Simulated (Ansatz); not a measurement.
Ansatz (a program for electronic structure) input file for 1-bromobuta-1,2-diene (C4H5Br), SMILES CC=C=CBr, PBE0/def2-SVPD. Coordinates come from a PBE0-D3(BJ)/def2-SVP optimisation.

Ansatz 0.2 input:
```yaml
crystal:
  periodic: [false, false, false]
  atoms:
    - {symbol: C, position_ang: [-3.39742836, 0.09344173, -0.32053458]}
    - {symbol: C, position_ang: [-2.25832244, -0.87323770, -0.22276504]}
    - {symbol: C, position_ang: [-1.01207706, -0.61250757, -0.53566494]}
    - {symbol: C, position_ang: [0.22667580, -0.34740881, -0.84556698]}
    - {symbol: Br, position_ang: [1.47413943, 0.33732495, 0.40764535]}
    - {symbol: H, position_ang: [-3.06669122, 1.07286491, -0.69073328]}
    - {symbol: H, position_ang: [-4.17724584, -0.29330920, -0.99656461]}
    - {symbol: H, position_ang: [-3.86891771, 0.23272623, 0.66588603]}
    - {symbol: H, position_ang: [-2.48834064, -1.88454884, 0.14171368]}
    - {symbol: H, position_ang: [0.65322796, -0.49583196, -1.84069963]}
basis:
  gaussian:
    orbitals: def2-SVPD
hamiltonian:
  xc: {name: PBE0}
```

Output:

```
WARN ansatz: RAYON_NUM_THREADS=1 ignored (pool sized by the plan → 1); use --threads N
Functional definition: PBE0
integrals: 0.10 GiB planned
1473 factors; their error is unknown
mean field: 0.85 GiB planned
mean field evaluation 1: about -74243.6529 eV, gradient 4.7e1 eV
mean field evaluation 2: about -74240.4282 eV, gradient 5.6e1 eV
mean field evaluation 4: about -74249.4140 eV, gradient 4.7e0 eV
mean field evaluation 8: about -74249.4688 eV, gradient 1.2e-1 eV
mean field evaluation 16: about -74249.5953 eV, gradient 1.1e-4 eV
mean field -74249.59533888 eV, -2728.6223005205 hartree, gradient 2.5e-5 eV, S^2 0.000000; 0 other end points of the search recorded, 0 dependent functions left out
reference -74249.59538184 eV, -2728.6223020991 hartree; 32, 32 occupied and 129, 129 virtual orbitals, 1473 factors
Total energy: -74249.59538184 eV, -2728.6223020991 hartree
```

The run converged.
